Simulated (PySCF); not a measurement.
Job file and geometry (Å, from GFN2-xTB) of an NMR shielding run on `CB1C=COB(N)C=C1`, C5H9B2NO, PySCF, GIAO PBE0/pcSseg-1 NMR shielding, non-relativistic, gas phase; density fitting, a coarse starting grid and PySCF grid level 2 are the driver's defaults:

```
$ OMP_NUM_THREADS=1 python probes_run.py task.json out

{"job": {"kind": "nmr", "xc": "PBE0", "basis": "pcSseg-1"}, "charge": 0, "multiplicity": 1}
C      2.776270    -0.739907     0.448252
B      1.292701    -0.258648     0.159078
C      1.081002     0.814364    -0.917089
C     -0.057058     1.358040    -1.387958
O     -1.322235     1.111528    -1.072967
B     -1.883436     0.269270    -0.136448
N     -3.286140     0.287672    -0.155269
C     -1.163035    -0.644932     0.898795
C      0.158384    -0.867537     1.021467
H      3.185299    -0.156080     1.274224
H      3.450365    -0.600692    -0.394110
H      2.833581    -1.782750     0.754304
H      1.970174     1.214160    -1.394220
H     -0.012823     2.119536    -2.168828
H     -3.863304    -0.254454     0.460589
H     -3.805191     0.857325    -0.799892
H     -1.825690    -1.164476     1.589692
H      0.462377    -1.556102     1.808724
```

Task: What does the program print?

Result: 
```
coarse grid: 15336 points
cycle   1  E = -375.0417642631  dE =  1.323e+00  |g| = 7.242e-01  |ddm| = 3.816e+00
cycle   2  E = -374.9833300142  dE =  5.843e-02  |g| = 9.125e-01  |ddm| = 1.235e+00
cycle   3  E = -375.1579903610  dE = -1.747e-01  |g| = 1.092e-01  |ddm| = 7.154e-01
cycle   4  E = -375.1604864614  dE = -2.496e-03  |g| = 4.078e-02  |ddm| = 1.069e-01
cycle   5  E = -375.1608310197  dE = -3.446e-04  |g| = 1.946e-02  |ddm| = 4.558e-02
cycle   6  E = -375.1609263876  dE = -9.537e-05  |g| = 3.610e-03  |ddm| = 1.837e-02
cycle   7  E = -375.1609291394  dE = -2.752e-06  |g| = 9.550e-04  |ddm| = 3.239e-03
final grid: 149008 points
cycle   8  E = -375.2169407324  dE = -3.289e-05  |g| = 1.211e-02  |ddm| = 3.310e-02
cycle   9  E = -375.2169075662  dE =  3.317e-05  |g| = 1.794e-02  |ddm| = 1.945e-02
cycle  10  E = -375.2169704798  dE = -6.291e-05  |g| = 2.587e-03  |ddm| = 1.242e-02
cycle  11  E = -375.2169720034  dE = -1.524e-06  |g| = 3.040e-04  |ddm| = 2.230e-03
cycle  12  E = -375.2169720171  dE = -1.374e-08  |g| = 1.944e-04  |ddm| = 3.881e-04
cycle  13  E = -375.2169720270  dE = -9.869e-09  |g| = 3.868e-05  |ddm| = 1.922e-04
cycle  14  E = -375.2169720273  dE = -3.329e-10  |g| = 1.899e-05  |ddm| = 4.600e-05
converged SCF energy = -375.2169720273

GIAO shielding tensors (ppm)
atom      isotropic    diamagn.    paramagn.     s11        s22        s33       span
  0 C      172.005     252.997     -80.992    159.452    168.855    187.707     28.256
  1 B       43.085     188.450    -145.365    -12.106     19.977    121.385    133.492
  2 C       65.663     260.727    -195.064    -57.091    101.282    152.798    209.889
  3 C       19.676     247.465    -227.790    -87.901     44.558    102.369    190.270
  4 O      117.598     393.390    -275.792     -2.006     45.596    309.204    311.210
  5 B       74.125     193.830    -119.705     43.942     82.421     96.011     52.069
  6 N      181.471     316.596    -135.125    116.974    196.333    231.105    114.130
  7 C       28.639     259.658    -231.018    -90.215     18.006    158.127    248.342
  8 C       17.125     257.076    -239.951   -110.684      0.009    162.051    272.735
  9 H       30.874      29.622       1.252     27.566     28.806     36.249      8.683
 10 H       30.873      30.420       0.453     26.865     30.030     35.723      8.858
 11 H       30.811      30.623       0.188     26.906     29.540     35.985      9.079
 12 H       25.689      32.361      -6.673     22.812     24.199     30.055      7.243
 13 H       24.355      28.839      -4.484     19.791     25.339     27.936      8.145
 14 H       28.701      30.389      -1.688     23.075     26.865     36.164     13.089
 15 H       28.630      29.955      -1.326     23.094     26.296     36.499     13.405
 16 H       24.443      32.627      -8.183     21.193     22.876     29.261      8.069
 17 H       23.756      32.610      -8.854     19.303     22.976     28.990      9.687
```

Size and cost of the density-fitted run: 198 basis functions, 62 s wall time on 1 thread of an Arm Neoverse N1, shared host; peak memory 0.86 GiB.
